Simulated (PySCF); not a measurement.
SbH2Br, SMILES [Br][SbH2].

Geometry: PBE0-D3(BJ)/def2-TZVP. The def2 effective core potentials stand for the cores of Sb; spin–orbit coupling is left out.

The numbers are results of B3LYP/def2-TZVPD (PySCF), not measurements.

Gas-phase values at a fixed geometry.

```
Property                                                                                                        Value
---------------------------------------------------------------------------------------------  ----------------------
total energy                                                                                      -2815.74941 hartree
point group                                                                                                        Cs
highest occupied level                                                                                       -7.36 eV
lowest empty level                                                                                           -2.18 eV
orbital gap                                                                                                   5.18 eV
dipole moment                                                                                                  2.33 D
quadrupole, principal values (traceless, Buckingham form, about the centre of nuclear charge)   -1.83, 0.31, 1.52 D·Å
mean static polarisability                                                                      67.6 bohr³ (10.02 Å³)
polarisability, principal values                                                               58.7, 59.2, 84.9 bohr³
```
